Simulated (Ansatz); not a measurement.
`CC1=CC(C)=[O+][B-](C)(Cl)O1` + `[F][Ga]([F])[SeH]` → `CB(Cl)[SeH]` + `CC1=CC(C)=[O+][Ga-]([F])([F])[O]1`  (redistribution)

Isolated molecules relaxed with PBE0-D4/def2-TZVP in Ansatz; ΔE leaves out vibrations. CBS: MP2 limit from def2 TZ/QZ plus the TZ coupled-cluster correction, frozen cores. Functionals use def2-TZVPP. B3LYP here is the variant with VWN-RPA as its local correlation; programs differ in this. For Ga, Se outer-core shells are correlated without core-valence functions, which leaves a few kJ/mol of doubt a bond. Scalar relativity is left out up to krypton. Each species was taken in one conformer, which may not be the lowest.

`CC1=CC(C)=[O+][B-](C)(Cl)O1`:

Z-matrix (Å, degrees):
```
C
C 1 1.484
H 1 1.094 2 108.4
H 1 1.092 2 109.6 3 116.6
H 1 1.088 2 112.1 3 -120.9
O 2 1.280 1 115.5 3 -67.2
C 2 1.388 1 122.7 3 114.4
B 6 1.509 2 120.7 1 167.4
C 7 1.388 2 118.3 1 170.8
H 7 1.079 2 120.6 1 -1.0
Cl 8 1.871 6 106.2 2 -81.9
O 8 1.509 6 107.6 2 31.6
C 8 1.577 6 111.2 2 153.6
C 9 1.484 7 122.7 2 -170.8
H 13 1.095 8 111.4 6 -59.9
H 13 1.092 8 110.9 6 60.4
H 13 1.092 8 110.9 6 179.8
H 14 1.088 9 112.1 7 6.5
H 14 1.092 9 109.6 7 129.1
H 14 1.094 9 108.4 7 -114.4
```

`[F][Ga]([F])[SeH]`:

Cartesian coordinates in Å:
```
F -1.771 -1.150 -0.891
Ga -0.524 -0.319 -0.011
F -0.737 -0.301 1.715
Se 1.253 0.669 -1.058
H 1.779 1.101 0.245
```

`CB(Cl)[SeH]`:

```xyz
8

C     0.155   -0.201    0.898
B    -0.219   -0.375   -0.602
Cl   -0.716   -1.959   -1.195
Se   -0.197    1.022   -1.934
H    -0.699   -0.483    1.523
H     0.961   -0.895    1.160
H     0.463    0.809    1.168
H     0.252    2.080   -1.019
```

`CC1=CC(C)=[O+][Ga-]([F])([F])[O]1`:

Z-matrix (Å, degrees):
```
C
C 1 1.490
H 1 1.088 2 112.5
H 1 1.093 2 108.9 3 -121.9
H 1 1.093 2 108.9 3 121.8
C 2 1.395 1 120.2 3 -0.1
O 2 1.277 1 114.7 3 179.9
C 6 1.395 2 125.3 1 -180.0
H 6 1.080 2 117.4 1 0.0
Ga 7 1.883 2 123.7 1 180.0
C 8 1.491 6 120.2 2 180.0
O 8 1.277 6 125.1 2 -0.0
F 10 1.747 7 110.0 2 114.3
F 10 1.747 7 110.0 2 -114.3
H 11 1.093 8 108.9 6 -121.7
H 11 1.088 8 112.5 6 0.2
H 11 1.093 8 108.9 6 122.0
```

```csv
level,ΔE (kJ/mol)
PBE-D4,30.3
r2SCAN-D4,21.3
ωB97M-V,30.2
PBE-QIDH,21.3
B3LYP,21.3
r2SCAN0,20.4
SCS-MP2/def2-TZVPP,12.5
HF/def2-QZVPP,2.4
```

Question: What does CCSD(T)/CBS give? (Estimate.)

Answer: The calculation gave: +18.7 kJ/mol. The listed levels differ from it by 11.6, 2.6, 11.5, 2.6, 2.6, 1.7, -6.2, -16.3 kJ/mol.

Largest T1 diagnostic among the species: 0.016.

Leaving LDA and LC-ωPBE aside and taking each functional with its dispersion term where it has one, the values, not all of them listed here, spread over 12.6 kJ/mol, from BHLYP-D4 to PBE-D4. LDA lies +15.2 kJ/mol from PBE without D4. In def2-TZVPP, CCSD(T) changes the Hartree–Fock value by +12.4 kJ/mol (the triples alone add +1.9 kJ/mol) and MP2 by +15.6 kJ/mol. At CCSD(T), def2-SVP lies −4.7 kJ/mol from the extrapolated value and def2-TZVPP −4.1 kJ/mol.

CCSD(T)/CBS has its own doubt, a few kJ/mol and more with outer-core shells, so smaller differences from it don't rank the levels.
